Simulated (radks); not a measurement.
Q: The mean radii <r> (bohr) of the occupied orbitals of an atom or ion are listed with their occupations. Calculated with a radial shooting solver on a logarithmic mesh with Libxc functionals: Dirac Kohn-Sham, exchange-only LDA, spin-unpolarised, spherical densities, finite nucleus; Fermi nuclear charge, rms radius of each element as measured or else 0.836 A^(1/3) + 0.57 fm.

orbital  occ.      <r>
1s1/2       2  0.02784
2s1/2       2   0.1195
2p1/2       2   0.1009
2p3/2       4   0.1064
3s1/2       2   0.3224
3p1/2       2   0.3126
3p3/2       4   0.3241
3d3/2       4   0.2949
3d5/2       6   0.2985
4s1/2       2   0.7649
4p1/2       2   0.8018
4p3/2       4   0.8310
4d3/2       4   0.9664
4d5/2       6   0.9788
5s1/2       2    2.038
5p1/2       2    2.439
5p3/2       1    2.545

Name the element and its charge. Open shells, if any, fill j = l - 1/2 first.

A: Z = 52, tellurium, charge +1: Te+ in [Kr] 4d10 5s2 5p3. The 1s radius gives Z: for a bare nucleus <r> = (2 gamma + 1)/(2Z) with gamma = sqrt(1 - (Z/c)^2), 0.02741 bohr for Z = 52, and screening makes it slightly larger (0.02784 here). The occupations add up to 51, and the charge is Z minus that.
